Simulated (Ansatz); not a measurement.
`[NH2][Al]([F])[SH]` + HBr → `[NH2][Al]([F])[Br]` + H₂S at 298.15 K and 1 bar (ligand exchange at the Al–S bond).

Calculated with Ansatz (gas phase, PBE0-D4/def2-TZVP geometries, no zero-point term in ΔE). CCSD(T)/CBS is the MP2 limit (def2-TZVPP, def2-QZVPP) plus CCSD(T) − MP2 in def2-TZVPP, frozen cores. This one scheme is used for every species. For Br outer-core shells are correlated without core-valence functions, which leaves a few kJ/mol of doubt a bond. Scalar relativity is left out up to krypton. Each species was taken in one conformer, which may not be the lowest.

```csv
species,CCSD(T)/CBS energy (Eh),H − E (kJ/mol),S (J/(mol·K))
`[NH2][Al]([F])[SH]`,-796.26217,118.7,330.4
HBr,-2573.91920,24.6,198.6
`[NH2][Al]([F])[Br]`,-2971.22802,95.6,328.6
H₂S,-398.97279,49.9,205.7
```

H − E and S are ideal-gas, rigid-rotor, harmonic terms from PBE0-D4/def2-TZVP, for one conformer and one mirror image of each species. 1 Eh = 2625.50 kJ/mol, R = 8.31446 J/(mol·K).

Problem. By hand: ΔE, ΔH, ΔS and ΔG.

Solution. ΔE = (-2971.22802) + (-398.97279) − (-796.26217) − (-2573.91920) = -0.01944 Eh = -51.0 kJ/mol. Δ(H − E) = 95.6 + 49.9 − 118.7 − 24.6 = 2.2, so ΔH = -48.8 kJ/mol. ΔS = 328.6 + 205.7 − 330.4 − 198.6 = 5.3 J/(mol·K). ΔG = -48.8 − 298.15 × (5.3)/1000 = -50.4 kJ/mol.

Problem. By hand: the equilibrium constant, and the temperature at which ΔG would vanish if ΔH and ΔS stayed fixed.

Solution. log₁₀ K = −ΔG/(RT ln 10) = 8.8. ΔH and −TΔS have one sign here, so there is no such temperature.

The number of gas molecules stays the same, so ΔS is small and ΔH decides. A doubt of 5 kJ/mol in ΔE shifts log₁₀ K by 0.9 here. Other conformers and mirror images would add mixing entropy, several J/(mol·K) or more a flexible species. These are equilibria of isolated gas molecules and say nothing of rates. Largest T1 diagnostic: 0.011 (customary marks: 0.02 for closed shells, 0.045 for open ones).

ΔS is within the doubt of such terms, so its sign, and with it that verdict, could turn.
